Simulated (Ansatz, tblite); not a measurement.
Cost and result up the ladder for Li₃F₃ (the lowest singlet isomer of a short search) (6 atoms). Total charge 0; singlet. Geometry: r2SCAN-D4/def2-TZVP.

```xyz
6

Li    0.933   -0.180    1.344
Li   -0.126    1.471   -0.722
Li   -0.807   -1.292   -0.621
F     0.136   -1.579    0.775
F     0.866    1.387    0.666
F    -1.002    0.193   -1.443
```

Ansatz on 4 threads of Arm Neoverse V2 on a shared host; xTB runs through tblite on one thread. Times are rough, summed over both states, and most runs start from the orbitals of an earlier one. CCSD(T)/def2-TZVPP serves as the yardstick here, not as an exact answer. The other state is a doublet.

The xTB rows come from tblite. Correlated methods freeze 3 core orbitals; core or outer-core shells of Li are correlated, in sets that lack core-valence functions. In CCSD on the charge 1 doublet the largest single amplitude is 0.17, so its Hartree–Fock determinant may place the open shell otherwise than the density functionals do. HOMO above LUMO, or a gap near zero within one spin, warns that the state may not be the lowest or that an electron is smeared out. The structure comes from a short search, and lower isomers may exist.

Run but left out: PBE-D4/def2-TZVP (charge +1 doublet: an occupied level 0.05 eV above an empty one).

Correlated methods converge slowly with the basis.

Raw xTB energies of ions are shifted by several eV.

```tsv
level	functions	vertical IE (eV)	difference from CCSD(T)/def2-TZVPP (eV)	remarks
r2SCAN-D4/def2-TZVP	135	11.10	-1.79	gap within one spin near zero (+1 doublet)
PBE0-D4/def2-TZVP (with forces)	135	11.68	-1.22	–
GFN1-xTB	24	15.04	2.15	–
GFN2-xTB	24	14.82	1.92	–
CCSD(T)/def2-TZVPP	150	12.89	0.00	–
```

(1) Estimate how long each takes.

## Answers

(1) GFN1-xTB 0.006 s; GFN2-xTB 0.007 s; PBE0-D4/def2-TZVP (with forces) 5.5 s; r2SCAN-D4/def2-TZVP 8.8 s; CCSD(T)/def2-TZVPP 1.9 min. On shared hardware such times vary by a factor of up to 3.
